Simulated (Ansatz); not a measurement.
CH₇FOSi₃, SMILES F[SiH2][C@H]1O[SiH2][SiH2]1.

The structure is a stationary point at PBE0-D3(BJ)/def2-SVP. The structure was generated by enumeration; whether it is a known compound was not checked. Other conformers were not sampled.

Two levels are set side by side: PBE/def2-SVPD (Ansatz, a quantum-chemistry and plane-wave program) and CAM-B3LYP/def2-SVPD (Ansatz). Energy differences of separate SCF runs at the same geometry; the states with an electron removed or added have multiplicity 2 and 2. Differences are taken from unrounded values.

```json
[
 {"quantity": "vertical ionisation energy (eV)", "PBE": "9.16"},
 {"quantity": "vertical singlet–triplet gap (eV)", "PBE": "4.58"}
]
```

Q: These are the PBE values. What does CAM-B3LYP give? (The exact figures need the calculation; the answer reports its results.)

A: 
```csv
quantity,CAM-B3LYP,PBE minus CAM-B3LYP
vertical ionisation energy (eV),9.70,-0.53
vertical singlet–triplet gap (eV),5.44,-0.86
```
